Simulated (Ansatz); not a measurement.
Basis sets compared for the cluster Ba5S5⁺ (the lowest doublet isomer of a short search). Total charge 1; doublet. Geometry PBE-D4/def2-SVP. Ansatz on 4 threads of Arm Neoverse V1 on a shared host; times are rough, and most runs start from earlier orbitals.

| atom | x (Å) | y (Å) | z (Å) |
| --- | --- | --- | --- |
| Ba1 | -1.709 | 2.580 | 0.854 |
| Ba2 | -1.591 | -1.515 | 2.341 |
| Ba3 | 0.043 | -2.853 | -1.472 |
| Ba4 | 1.883 | 0.308 | 0.698 |
| Ba5 | -0.077 | 1.243 | -2.959 |
| S6 | 0.833 | -2.567 | 1.257 |
| S7 | -0.317 | 1.002 | 2.785 |
| S8 | 0.678 | 2.814 | -0.697 |
| S9 | 1.828 | -0.755 | -2.225 |
| S10 | -1.572 | -0.257 | -0.582 |

In the def2 sets Ba takes a core potential; there is no spin–orbit coupling. The structure comes from a short search, and lower isomers may exist.

```
           level  functions  energy (Eh)  HOMO (eV)  LUMO (eV)  wall time
 PBE-D4/def2-SVP        240   -2117.4552      -7.42      -7.09       30 s
PBE0-D4/def2-SVP        240   -2117.5118      -8.12      -6.77       37 s
```

**Question.** Estimate the rows for PBE-D4/def2-TZVP, PBE0-D4/def2-TZVP (with forces).

**Answer.** 
| level | functions | energy (Eh) | HOMO (eV) | LUMO (eV) | wall time |
| --- | --- | --- | --- | --- | --- |
| PBE-D4/def2-TZVP | 385 | -2118.2480 | -7.36 | -7.01 | 34 s |
| PBE0-D4/def2-TZVP (with forces) | 385 | -2118.2966 | -8.07 | -6.68 | 85 s |
